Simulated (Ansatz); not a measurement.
Total energies of [SiBr3]- (SiBr3⁻) from Ansatz at PBE0-D4/def2-TZVPD, gas phase (1 Eh = 27.2114 eV = 2625.5 kJ/mol). The reference geometry is relaxed at PBE-D4/def2-SVPD.

Cartesian coordinates in Å:
```
Si 0.817 0.222 0.220
Br -0.779 1.978 -0.257
Br -0.507 -1.062 1.789
Br 0.468 -1.137 -1.753
```

```csv
state,geometry,energy (Eh)
charge -1 singlet,reference,-8011.18022
charge 0 doublet,reference,-8011.03567
charge 0 doublet,relaxed at PBE-D4/def2-SVPD,-8011.07034
```

(1) Work out the vertical ionisation energy to the doublet.

(2) How much does the charge 0 doublet relax, and what is the adiabatic ionisation energy?

(1) E(charge 0 doublet) − E(charge -1 singlet) = -8011.03567 − (-8011.18022) = 0.14455 Eh = 3.93 eV. For comparison, −ε of the highest occupied level is 2.26 eV at this level, 1.67 eV less.

(2) Relaxation: -8011.03567 − (-8011.07034) = 0.03467 Eh = 0.94 eV. Adiabatic ionisation energy: 0.10988 Eh = 2.99 eV, without zero-point energy.
